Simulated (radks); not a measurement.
Initial-state core-level shifts of the scandium ion Sc+ when its valence configuration changes from [Ar] 3d1 4s1. Calculated with a radial shooting solver on a logarithmic mesh with Libxc functionals: non-relativistic Kohn-Sham, PBEsol, spin-polarised, spherical densities, point nucleus; open shells are filled with parallel spins first. Shifts are changes of the shell-averaged eigenvalues in eV (positive: less bound); the change of the density at the nucleus, which sets a Mossbauer isomer shift, is in e/bohr^3, on a base of 6174.

| valence | 1s | 2s | 3s | 3p | density at nucleus |
|---|---|---|---|---|---|
| 3d1 4p1 | -1.167 | -1.142 | -1.161 | -1.148 | -3.1787 |
| 4s2 | -5.885 | -6.866 | -5.654 | -5.385 | +5.2502 |
| 3d0.5 4s1 4p0.5 | -3.260 | -3.718 | -3.201 | -3.065 | +0.7872 |
| 3d2 | +4.319 | +5.050 | +4.428 | +4.222 | -3.9446 |
| 3d0.5 4p1.5 | -4.428 | -4.878 | -4.350 | -4.196 | -2.5850 |
| 3d1.5 4s0.5 | +2.331 | +2.727 | +2.358 | +2.247 | -2.1190 |
| 4s1 4p1 | -6.839 | -7.839 | -6.608 | -6.319 | +1.7735 |
| 3d1 4s0.5 4p0.5 | -0.584 | -0.573 | -0.582 | -0.576 | -1.5970 |
| 3d0.5 4s1.5 | -2.780 | -3.227 | -2.719 | -2.593 | +2.3488 |
